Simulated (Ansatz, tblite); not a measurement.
Cost and result up the ladder for GaI₃ (4 atoms). The state is a singlet with charge 0. Geometry: r2SCAN-D4/def2-SVP.

```xyz
4

Ga    0.000    0.000    0.000
I     2.273    0.824   -0.528
I    -1.712   -0.138   -1.782
I    -0.562   -0.686    2.310
```

Ansatz on 2 threads of Intel Xeon Platinum 8488C on a shared host; xTB runs through tblite on one thread. Times are rough, summed over both states, and most runs start from the orbitals of an earlier one. PBE0-D4/def2-TZVP serves as the yardstick here, not as an exact answer. The other state is a triplet.

In the def2 sets I takes a core potential; there is no spin–orbit coupling. The xTB rows come from tblite.

xTB has no spin-polarisation term.

| level | functions | wall time | vertical triplet (eV) | difference from PBE0-D4/def2-TZVP (eV) |
| --- | --- | --- | --- | --- |
| GFN1-xTB | 36 | 0.014 s | 4.66 | 0.85 |
| GFN2-xTB | 36 | 0.018 s | 3.96 | 0.14 |
| PBE-D4/def2-TZVP (with forces) | 198 | 9.5 s | 3.31 | -0.51 |
| r2SCAN-D4/def2-TZVP | 198 | 17 s | 3.57 | -0.24 |
| PBE0-D4/def2-TZVP | 198 | 21 s | 3.82 | 0.00 |
